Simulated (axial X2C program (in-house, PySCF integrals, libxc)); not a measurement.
**Which functional? An output for AsTe⁻**

An SCF output computed with an axial X2C code built on PySCF integrals for AsTe⁻ at 2.464 Å, two-component, state Ω = 1, Te dyall-acv3z [12s13p9d5f1g], As dyall-acv3z [10s10p7d5f1g] (cores contracted in-house), without its first line:

```
basis functions 259  fitting functions 1364  grid points 5800
iter        total energy     max residual
   1      -9046.476387477     2.91e-01
   2      -9046.512967504     6.53e-03
   3      -9046.515083986     3.48e-03
   4      -9046.515665267     1.54e-03
   5      -9046.516053150     1.48e-03
   6      -9046.516322657     9.89e-04
   7      -9046.516413242     6.12e-04
   8      -9046.516446427     2.76e-04
   9      -9046.516453677     1.01e-04
  10      -9046.516454701     4.31e-05
  11      -9046.516454901     2.54e-05
  12      -9046.516454973     1.44e-05
  13      -9046.516454992     6.96e-06
  14      -9046.516455000     3.49e-06
  15      -9046.516455001     1.37e-06
converged
one-electron -13211.94270144  Coulomb 4059.37770492  exact exchange -257.63611925  xc functional 0.00000000  nuclear repulsion 368.53412903  atomic mean-field constant -4.84946826
```

**Question.** Which level of theory produced it?
A. r2SCAN
B. PBE0
C. HF

**Answer.** C. The exact-exchange term against the functional term shows a share of 1 of exact exchange.
